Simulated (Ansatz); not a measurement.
**The HOMO–LUMO gap down a group: Ti to Hf**

Gas-phase molecules, one atom swapped for its congeners: C11H14OTi `C[O][TiH]12345678([CH]9[CH]1[CH]2[CH]3[CH]94)[CH]1[CH]5[CH]6[CH]7[CH]18`; C11H14OZr `C[O][ZrH]12345678([CH]9[CH]1[CH]2[CH]3[CH]94)[CH]1[CH]5[CH]6[CH]7[CH]18`; C11H14HfO `C[O][HfH]12345678([CH]9[CH]1[CH]2[CH]3[CH]94)[CH]1[CH]5[CH]6[CH]7[CH]18`. All are singlets with charge 0.

Shapes, held fixed at every level: PBE0-D4/def2-TZVP. Flexible molecules stand in one conformer, not always the lowest. Programs: Ansatz 0.2.0. Values in eV.

Q: How should the HOMO–LUMO gap change along the series?

A: At wB97M-V/def2-TZVPP the HOMO–LUMO gap rises at every step, from 9.42 to 10.04 eV. Every level shows the same order. For atoms past krypton def2 sets carry core potentials with scalar relativity. Orbital gaps aren't excitation energies, and the LUMO depends on the basis.

```csv
level,C11H14OTi,C11H14OZr,C11H14HfO
SPW92/def2-TZVPP,3.09,3.75,3.95
PBE-D4/def2-TZVPP,3.16,3.83,4.04
B3LYP-D4/def2-TZVPP,4.80,5.38,5.59
BHLYP-D4/def2-TZVPP,7.32,7.69,7.91
wB97X-V/def2-TZVPP,9.58,10.02,10.24
wB97M-V/def2-TZVPP,9.42,9.66,10.04
```
